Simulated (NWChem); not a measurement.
# SbH$_{3}$Te; SMILES [TeH][SbH2]

Computed with NWChem. Structure relaxed at the PBE0/def2-SVP level. def2 effective core potentials on Sb, Te; no spin-orbit coupling. B3LYP is NWChem's, with the RPA form of VWN correlation. Vertical excitations in the gas phase; the lowest state need not have the same character in each row.

Question: Order these by “lowest excitation, singlet (eV)”, lowest first: PBE/def2-SVPD, full TDDFT; B3LYP/def2-SVPD, full TDDFT; PBE0/def2-SVPD, full TDDFT.

Answer: PBE/def2-SVPD, full TDDFT (3.16), B3LYP/def2-SVPD, full TDDFT (3.28), PBE0/def2-SVPD, full TDDFT (3.40)
